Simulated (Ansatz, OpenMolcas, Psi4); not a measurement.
Calibrating HF/def2-TZVPP on O-containing molecules

The vertical ionisation energy (cation less neutral) in eV of 6 O-containing molecules: x at HF/def2-TZVPP, y at CCSD(T)/def2-TZVPP. Shapes, held fixed at every level: PBE0-D4/def2-TZVP. Flexible molecules stand in one conformer, not always the lowest. Programs: Ansatz 0.2.0, OpenMolcas 26.06, Psi4 1.11. A level may come from different programs for different species; with the same settings they agree closely.

| molecule | x (eV) | y (eV) |
| --- | --- | --- |
| SrO (SMILES [O][Sr]) | 4.01 | 6.27 |
| SiH2O (oxosilane) | 8.96 | 10.84 |
| HOI (hypoiodous acid) | 9.28 | ? |
| H3NO (hydroxylamine) | 9.41 | 10.54 |
| B(OH)O (oxoborinic acid) | 10.75 | 12.39 |
| CHFO (formyl fluoride) | 11.11 | 12.57 |

Question: Fit y = c + s·x to the known rows and predict y for HOI.

Answer: 
1. Means of the 5 rows: x = 8.8480, y = 10.522.
2. Σ(Δx)² = 32.469, Σ(Δx·Δy) = 28.802, so the slope is 28.802/32.469 = 0.88706.
3. Intercept: 10.522 − (0.88706) × 8.8480 = 2.673. The largest residual of the fit is 0.48.
4. HOI: 2.673 + 0.88706 × 9.28 = 10.90 eV.

CCSD(T)/def2-TZVPP gives 9.79 eV, so the prediction is off by +1.11 eV, more than the largest residual. Uncorrected, HF/def2-TZVPP misses HOI by -0.51 eV, and the other rows by 1.67 on average. The line makes this one worse. Left out in turn, the other rows are missed by 0.34 eV on average, so the withheld one doesn't follow the line. Cations run unrestricted. T1 is large for SrO (0.038), SiH2O (0.022), so single-reference values are less sure there. For atoms past krypton def2 sets carry core potentials with scalar relativity. Outer-core shells of I, Sr are correlated, in sets that cover them unevenly.
